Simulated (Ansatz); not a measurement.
Species: SiHCl3, charge 0, singlet. SiHCl3 (SMILES [SiH](Cl)(Cl)Cl).
B3LYP-D3(BJ)/def2-TZVP minimum from Ansatz (a first-principles code):
```
Si
H 1 1.4634
Cl 1 2.0409 2 109.41
Cl 1 2.0409 2 109.41 3 -120.00
Cl 1 2.0409 2 109.41 3 120.00
```
Charge 0, spin multiplicity 1.

Quantity: atomisation energy (electronic, to ground-state atoms), in kcal/mol. UHF or UKS for unpaired electrons; spin-orbit terms are left out. CBS(X,Y): correlation extrapolated as X^-3, Hartree-Fock from the larger set (Q,5: extrapolated as (X+1)exp(-9√X)). A bracket is a step between two methods taken in the basis named. Functionals run without relativity, which enters their misses. Double hybrids freeze cores in their MP2 part. 'core' is core correlation in cc-pwCVTZ (1s frozen past Ne), 'X2C' scalar relativity in cc-pVTZ-DK, both at CCSD(T). Where a partner has so few electrons that a lower coupled-cluster level is exact, that level stands in.

CCSD(T)/CBS(cc-pV(Q+d)Z,cc-pV(5+d)Z) + [CCSDT(Q) - CCSD(T)]/cc-pV(D+d)Z + core + X2C (Ansatz) gives 374.6 kcal/mol.

What does PBE/def2-TZVPD (Ansatz) give here, and how do the other levels compare?

PBE gives 369.8 kcal/mol, 4.8 kcal/mol below it. Differences of the others: r2SCAN/def2-TZVPD (Ansatz) -0.2; B3LYP/def2-TZVPD (Ansatz) -18.7; PBE0/def2-TZVPD (Ansatz) -7.3; wB97M-V/def2-TZVPD (Ansatz) -0.2; B2PLYP/def2-TZVPD (Ansatz) -13.5; CCSD(T)/CBS(cc-pV(Q+d)Z,cc-pV(5+d)Z) + core + X2C (Ansatz) -0.3 kcal/mol. Nearer than PBE: r2SCAN/def2-TZVPD, wB97M-V/def2-TZVPD, CCSD(T)/CBS(cc-pV(Q+d)Z,cc-pV(5+d)Z) + core + X2C.
